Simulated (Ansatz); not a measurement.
Gas-phase electronic energies from Ansatz, PBE0-D4/def2-TZVP geometries. CCSD(T)/CBS is the MP2 limit (def2-TZVPP, def2-QZVPP) plus CCSD(T) − MP2 in def2-TZVPP, frozen cores. This one scheme is used for every species, atoms too. For atomizations the MP2-based limit and the directly extrapolated one differ by several kJ/mol either way, and by 10 to 25 for some Ge, Se and Sn compounds, so smaller differences from it don't rank the levels. DFT in def2-TZVPP. B3LYP here is the variant with VWN-RPA as its local correlation; programs differ in this. No spin–orbit coupling; open shells (•) take unrestricted orbitals. Spin–orbit coupling would lower the free atoms: a little for C, Si; strongly for Te. Elements past krypton have def2 core potentials. For Te outer-core shells are correlated without core-valence functions, so the limit isn't a true one: a few kJ/mol of doubt a bond, and 10 to 20 or more in all where bonds break to atoms. One conformer a species, not always the lowest.

`C[Te][SiH2]N` → C• + 7 H• + N• + Si• + Te•  (atomization)

**Question.** What is ΔE at CCSD(T)/CBS? (Estimate.)

**Answer.** Ansatz gave: +3615.0 kJ/mol.

**Question.** What do these levels give: revPBE-D4, PBE0-D4, r2SCANh-D4, BHLYP-D4, PBE-QIDH, revPBE, B3LYP, r2SCAN0, CAM-B3LYP, LC-ωPBE, HF/def2-TZVPP, CCSD(T)/def2-TZVPP? (Best estimate.)

**Answer.** Ansatz gave: revPBE-D4 3555.5, PBE0-D4 3581.7, r2SCANh-D4 3563.8, BHLYP-D4 3516.3, PBE-QIDH 3551.5, revPBE 3485.6, B3LYP 3560.2, r2SCAN0 3531.8, CAM-B3LYP 3580.4, LC-ωPBE 3544.7, HF/def2-TZVPP 2561.4, CCSD(T)/def2-TZVPP 3495.7 kJ/mol.

Largest T1 diagnostic among the species: 0.012.

At CCSD(T), def2-SVP lies −295.1 kJ/mol from the extrapolated value and def2-TZVPP −119.3 kJ/mol: correlation converges slowly with the basis, and small sets miss more of it in the bonded molecule than in its fragments. In def2-TZVPP, CCSD(T) changes the Hartree–Fock value by +934.3 kJ/mol (the triples alone add +51.1 kJ/mol) and MP2 by +951.1 kJ/mol; breaking electron pairs costs correlation energy, which Hartree–Fock lacks. Leaving LDA and LC-ωPBE aside and taking each functional with its dispersion term where it has one, the values, not all of them listed here, spread over 115.0 kJ/mol, from BHLYP-D4 to PBE-D4. LDA lies +463.3 kJ/mol from PBE without D4, its usual overbinding.
